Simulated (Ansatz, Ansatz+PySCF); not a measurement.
```
atom   x (Å)   y (Å)   z (Å)
  Si  0.0000  0.0000  0.0000
   N  0.0000  0.0000  2.1980
```

Basis set: def2-SVP (spherical functions). Charge 0, multiplicity 2.

Computed with Ansatz (development build ahead of 0.2.0); each method stands on the lowest determinant of its kind that the runs found.

(1) Give the atomization energy at this shape (free ground-state atoms in the same class of orbitals less the molecule, no zero-point energy) of doublet SiN by PBE0 (unrestricted), UHF.

## Answers

(1)

```
             method  atomization energy
PBE0 (unrestricted)             2.06 eV
                UHF             0.15 eV
```

Caution: the shape is not the minimum. Caution for PBE0 (unrestricted): the unrestricted determinant is spin contaminated. Caution for UHF: the unrestricted determinant is a mixture of spin states.
